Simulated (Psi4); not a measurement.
C₂HO (SMILES [CH]=C=O), doublet, at a GFN2-xTB geometry, atoms displaced at random by about 0.03 Å a coordinate; PBE0/6-31G, gradient (Psi4).

Here is a job for Psi4.
```
memory 2 GB

molecule {
0 2
  C     0.06785197   -0.26712012   -1.18284677
  C    -0.00881713    0.00183504    0.08346018
  H     0.09983138   -0.49024790   -2.23969112
  O    -0.04293859    0.24183390    1.13092431
symmetry c1
no_reorient
no_com
}

set basis 6-31g
set reference uks

gradient('pbe0')
print_variables()
```

What the program printed (banner, timings and long lists left out):

```
gradient() will perform analytic gradient computation.

   => Loading Basis Set <=

    Name: 6-31G
    Role: ORBITAL
    Keyword: BASIS

         ---------------------------------------------------------
                                   SCF
               by Justin Turney, Rob Parrish, Andy Simmonett
                          and Daniel G. A. Smith
                              UKS Reference
         ---------------------------------------------------------

  ==> Geometry <==

    Molecular point group: c1
    Full point group: C1

    Geometry (in Angstrom), charge = 0, multiplicity = 2:

       Center              X                  Y                   Z               Mass
    ------------   -----------------  -----------------  -----------------  -----------------
         C            0.067851970000    -0.267120120000    -1.182846770000    12.000000000000
         C           -0.008817130000     0.001835040000     0.083460180000    12.000000000000
         H            0.099831380000    -0.490247900000    -2.239691120000     1.007825032230
         O           -0.042938590000     0.241833900000     1.130924310000    15.994914619570

  Running in c1 symmetry.

  Rotational constants: A =   2077.73015  B =      0.37873  C =      0.37872 [cm^-1]
  Rotational constants: A = 62288782.72964  B =  11354.18778  C =  11353.60419 [MHz]
  Nuclear repulsion =   54.525249923492858

  Charge       = 0
  Multiplicity = 2
  Electrons    = 21
  Nalpha       = 11
  Nbeta        = 10

  ==> Algorithm <==

  SCF Algorithm Type is DF.
  DIIS enabled.
  MOM disabled.
  Fractional occupation disabled.
  Guess Type is SAD.
  Energy threshold   = 1.00e-08
  Density threshold  = 1.00e-08
  Integral threshold = 1.00e-12

  ==> Primary Basis <==

  Basis Set: 6-31G
    Blend: 6-31G
    Number of shells: 17
    Number of basis functions: 29
    Number of Cartesian functions: 29
    Spherical Harmonics?: false
    Max angular momentum: 1

  ==> DFT Potential <==

   => LibXC <=

    Version 7.1.2
    S. Lehtola, C. Steigemann, M. J. T. Oliveira, and M. A. L. Marques,  SoftwareX 7, 1–5 (2018) (10.1016/j.softx.2017.11.002)

   => Composite Functional: PBE0 <=

    PBE0 Hyb-GGA Exchange-Correlation Functional

    C. Adamo and V. Barone,  J. Chem. Phys. 110, 6158 (1999) (10.1063/1.478522)
    M. Ernzerhof and G. E. Scuseria,  J. Chem. Phys. 110, 5029 (1999) (10.1063/1.478401)

    Deriv               =              1
    GGA                 =           TRUE
    Meta                =          FALSE

    Exchange Hybrid     =           TRUE
    MP2 Hybrid          =          FALSE

   => Exchange Functionals <=

    0.7500   Perdew, Burke & Ernzerhof

   => Exact (HF) Exchange <=

    0.2500               HF

   => Correlation Functionals <=

    1.0000   Perdew, Burke & Ernzerhof

   => LibXC Density Thresholds  <==

    XC_HYB_GGA_XC_PBEH:  1.00E-15

   => Molecular Quadrature <=

    Radial Scheme          =       TREUTLER
    Pruning Scheme         =           NONE
    Nuclear Scheme         =       TREUTLER

    Blocking Scheme        =         OCTREE
    BS radius alpha        =              1
    Pruning alpha          =              1
    Radial Points          =             75
    Spherical Points       =            302
    Total Points           =          85488
    Total Blocks           =            687
    Max Points             =            256
    Max Functions          =             29
    Weights Tolerance      =       1.00E-15

   => Loading Basis Set <=

    Name: (6-31G AUX)
    Role: JKFIT
    Keyword: DF_BASIS_SCF

  ==> Integral Setup <==

  SCF_SUBTYPE=INCORE selected. In-core MEM_DF algorithm will be used.
  Using in-core AOs.

  ==> MemDFJK: Density-Fitted J/K Matrices <==

    J tasked:                   Yes
    K tasked:                   Yes
    wK tasked:                   No
    Algorithm:                 Core
    Schwarz Cutoff:           1E-12
    Mask sparsity (%):       0.2378
    Fitting Condition:        1E-10

[...]
  @DF-UKS Final Energy:  -151.65814028821205
    Total Energy =                       -151.6581402882120528
[...]

         ------------------------------------------------------------
                                   SCF GRAD
                          Rob Parrish, Justin Turney,
                       Andy Simmonett, and Alex Sokolov
         ------------------------------------------------------------

  ==> Geometry <==

    Molecular point group: c1
    Full point group: C1

    Geometry (in Angstrom), charge = 0, multiplicity = 2:

       Center              X                  Y                   Z               Mass
    ------------   -----------------  -----------------  -----------------  -----------------
         C            0.067851970000    -0.267120120000    -1.182846770000    12.000000000000
         C           -0.008817130000     0.001835040000     0.083460180000    12.000000000000
         H            0.099831380000    -0.490247900000    -2.239691120000     1.007825032230
         O           -0.042938590000     0.241833900000     1.130924310000    15.994914619570

  Nuclear repulsion =   54.525249923492858

  ==> Basis Set <==

  Basis Set: 6-31G
    Blend: 6-31G
    Number of shells: 17
    Number of basis functions: 29
    Number of Cartesian functions: 29
    Spherical Harmonics?: false
    Max angular momentum: 1

  ==> DFJKGrad: Density-Fitted SCF Gradients <==

    Gradient:                    1
    J tasked:                  Yes
    K tasked:                  Yes
    wK tasked:                  No
    Integrals threads:           1
    Schwarz Cutoff:          1E-12
    Fitting Condition:       1E-10

   => Auxiliary Basis Set <=

  Basis Set: (6-31G AUX)
    Blend: CC-PVDZ-JKFIT
    Number of shells: 81
    Number of basis functions: 268
    Number of Cartesian functions: 268
    Spherical Harmonics?: false
    Max angular momentum: 3

  ==> DFT Potential <==

   => LibXC <=

    Version 7.1.2
    S. Lehtola, C. Steigemann, M. J. T. Oliveira, and M. A. L. Marques,  SoftwareX 7, 1–5 (2018) (10.1016/j.softx.2017.11.002)

   => Composite Functional: PBE0 <=

    PBE0 Hyb-GGA Exchange-Correlation Functional

    C. Adamo and V. Barone,  J. Chem. Phys. 110, 6158 (1999) (10.1063/1.478522)
    M. Ernzerhof and G. E. Scuseria,  J. Chem. Phys. 110, 5029 (1999) (10.1063/1.478401)

    Deriv               =              1
    GGA                 =           TRUE
    Meta                =          FALSE

    Exchange Hybrid     =           TRUE
    MP2 Hybrid          =          FALSE

   => Exchange Functionals <=

    0.7500   Perdew, Burke & Ernzerhof

   => Exact (HF) Exchange <=

    0.2500               HF

   => Correlation Functionals <=

    1.0000   Perdew, Burke & Ernzerhof

   => LibXC Density Thresholds  <==

    XC_HYB_GGA_XC_PBEH:  1.00E-15

   => Molecular Quadrature <=

    Radial Scheme          =       TREUTLER
    Pruning Scheme         =           NONE
    Nuclear Scheme         =       TREUTLER

    Blocking Scheme        =         OCTREE
    BS radius alpha        =              1
    Pruning alpha          =              1
    Radial Points          =             75
    Spherical Points       =            302
    Total Points           =          85488
    Total Blocks           =            687
    Max Points             =            256
    Max Functions          =             29
    Weights Tolerance      =       1.00E-15

  -Total Gradient:
     Atom            X                  Y                   Z
    ------   -----------------  -----------------  -----------------
       1        0.001144730247    -0.002194495239    -0.013024501966
       2       -0.014330985820     0.077784693633     0.349988038207
       3        0.001137658347    -0.002708288801    -0.013795030672
       4        0.012048073883    -0.072881405865    -0.323165754538

  Variable Map:
  ----------------------------------------------------------------------------
[...]
  Array Variable Map:
  ----------------------------------------------------------------------------
[...]
[...]
```
